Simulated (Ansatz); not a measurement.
# Four-centre ligand exchange

Start structure (SiH3SF3, singlet), relaxed at PBE0-D4/def2-TZVP:

```
8
angstrom
Si 0.3143 0.0934 -0.8606
S 1.2217 -1.1191 0.5791
F 1.1418 0.1639 -2.1976
F 0.1264 1.5820 -0.3870
F -1.1019 -0.5093 -1.1775
H -1.7665 0.1613 2.0136
H -2.3060 0.0480 1.5101
H 2.3702 -0.4203 0.5198
```

The step: SiHSF₃ ([F][Si]([F])([F])[SH]) + H₂ → SiHF₃ ([F][SiH]([F])[F]) + H₂S; bonds formed: Si1–H7, S2–H6; bonds broken: Si1–S2, H6–H7. Program: Ansatz 0.2.0. Basis: def2-TZVPP and def2-QZVPP. Cores are frozen in the correlated methods. Extrapolation: Hartree–Fock as exp(−7.88 √X), correlation as X^−2.97. Energies below are by CCSD(T) at an estimated basis limit (MP2 extrapolated from triple and quadruple zeta, plus CCSD(T) − MP2 in triple zeta).

Task: What are the electronic barrier and the energy of the step, from the start structure to the end structure? (To be estimated.)

Result: Computed: Barrier 59.69 kcal/mol; step energy 6.09 kcal/mol (uphill); reverse barrier, their difference, 53.59 kcal/mol. Barrier and step energy count from the start structure, the reverse barrier from the end structure.

The saddle point: One imaginary mode of 1161i cm⁻¹.
```
  pair  start (Å)  saddle (Å)  end (Å)
Si1–H7       3.53        1.63     1.46
 S2–H6       3.55        1.55     1.34
Si1–S2       2.09        2.38     3.60
 H6–H7       0.75        1.14     3.82
```

Zero-point energy (harmonic, PBE0-D4): ZPE is 19.12 kcal/mol at the start and 20.60 kcal/mol at the saddle, so the barrier goes from 59.69 to 61.17 kcal/mol.

T1 diagnostic: at most 0.013.

Labels in which every atom is bracketed show which atoms are joined, not bond orders.

For scale, one of the runs: CCSD(T)/def2-TZVPP, 219 basis functions, launched by `ansatz run in.yaml --threads 4 --pin off --events-out ev --progress --plain --max-ram 9574MiB`. The run took 110 s on 4 CPU threads of an Arm Neoverse V2 (shared host), with 3.4 GiB of host memory at its peak.
